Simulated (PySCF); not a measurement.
A single-point calculation

OsO2(OH)2 (singlet). PySCF 2.14.0, RKS PBE0, Os def2-SVP with ECP60, O def2-SVP, H def2-SVP; non-relativistic Hamiltonian with scalar-relativistic core potentials where named; density fitting; no spin-orbit coupling. Purpose: singlet excitations, Tamm-Dancoff PBE0.

```python
mol = gto.M(atom='''
Os    -0.00000    -0.00000     0.31117
O      1.06035     1.03355     1.11692
O     -1.06035    -1.03355     1.11692
O      0.88963    -0.91772    -1.07330
H      0.61660    -0.65079    -1.97025
O     -0.88963     0.91772    -1.07330
H     -0.61660     0.65079    -1.97025''',
    basis={'Os': 'def2-SVP', 'O': 'def2-SVP', 'H': 'def2-SVP'},
    ecp={'Os': 'def2-SVP'},
    charge=0, spin=0)
mf = dft.RKS(mol, xc='PBE0')
mf.grids.atom_grid = (50, 194)
mf = mf.density_fit()  # fitting sets: Os def2-universal-JKFIT, O def2-universal-JKFIT, H def2-universal-JKFIT
mf.conv_tol = 1e-08; mf.max_cycle = 55
mf.kernel(dm0)  # dm0: converged density of the relaxed state
td = mf.TDA(); td.nstates = 8; td.kernel()
```

Run from Python with OMP_NUM_THREADS=2; the lines above give its settings. Where DIIS fails, smearing, a level shift and second-order steps follow.
It took 31 s on 2 threads of Arm Neoverse V1 (shared host), from an already converged density.

Q: Where do the frontier levels lie, over both spins?

A: HOMO -7.84 eV, LUMO -3.49 eV. 

Q: What are the Mulliken charges and spins?

A: 
```csv
atom,charge (e),spin (e)
Os1,1.131,0.000
O2,-0.351,0.000
O3,-0.351,0.000
O4,-0.387,0.000
H5,0.172,0.000
O6,-0.387,0.000
H7,0.172,0.000
```

Q: Which singlet excitations follow (Tamm-Dancoff, 8 states)?

A: 
| state | eV | oscillator strength |
| --- | --- | --- |
| 1 | 2.21 | 0.0000 |
| 2 | 3.29 | 0.0048 |
| 3 | 4.15 | 0.0007 |
| 4 | 4.49 | 0.0029 |
| 5 | 4.52 | 0.0007 |
| 6 | 5.26 | 0.0204 |
| 7 | 5.31 | 0.0097 |
| 8 | 5.36 | 0.0000 |
Functionals without range separation put charge-transfer states too low; the basis has no diffuse functions.

The geometry was relaxed with PBE0 (Os def2-SVP with ECP60, O def2-SVP, H def2-SVP).
